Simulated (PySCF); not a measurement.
# Working out the ionisation energy of Cl²⁺

Cl²⁺ [Ne] 3s2 3p3 (4S) → Cl³⁺ [Ne] 3s2 3p2 (3P). All numbers are calculated (PySCF 2.14, the non-relativistic Hamiltonian (point nucleus), in def2-TZVPPD). Frozen: 1s2. Energies in hartree (1 hartree = 27.21139 eV):

| part | Cl²⁺ (lower) | Cl³⁺ (upper) |
| --- | --- | --- |
| UHF | -458.214838 | -456.783143 |
| CCSD correlation | -0.274011 | -0.252423 |
| (T) | -0.004644 | -0.003458 |

What does Hartree-Fock give?

(-456.783143) − (-458.214838) = 1.431695 hartree = 38.958 eV.

What do CCSD and CCSD(T) give?

The CCSD correlation energies differ by 0.021588 hartree = 0.587 eV and the triples by 0.001186 hartree = 0.032 eV, so CCSD gives 39.545 eV and CCSD(T) 39.577 eV.

A first-order spin-orbit estimate adds -0.102 eV to CCSD(T) (valence and next inner shell), giving 39.475 eV against 39.8 ± 0.11 eV (semi-empirical (NIST evaluation); NIST Atomic Spectra Database, ionization energies).

What remains against the reference includes basis incompleteness, the frozen core and higher excitations.
